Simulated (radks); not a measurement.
Task: These are the eigenvalues of the occupied orbitals of an atom or ion with whole-number occupations (Ry). Method: non-relativistic Kohn-Sham, LDA (Slater exchange, Perdew-Wang correlation), spin-polarised, spherical densities, point nucleus; computed with a radial shooting solver on a logarithmic mesh with Libxc functionals.

| orbital | eigenvalue |
|---|---|
| 1s up | -3.02090 |

Which element is it, and in what charge state? The configuration may be excited. Open shells, if any, are filled with parallel spins first.

Result: Z = 2, helium, charge +1: He+ in 1s1. The 1s level, -1.5105 hartree, gives Z - s = 1.7 by -(Z - s)^2/2, which with screening narrows Z to a few neighbours, and with so few levels the electron count can be read from the list.
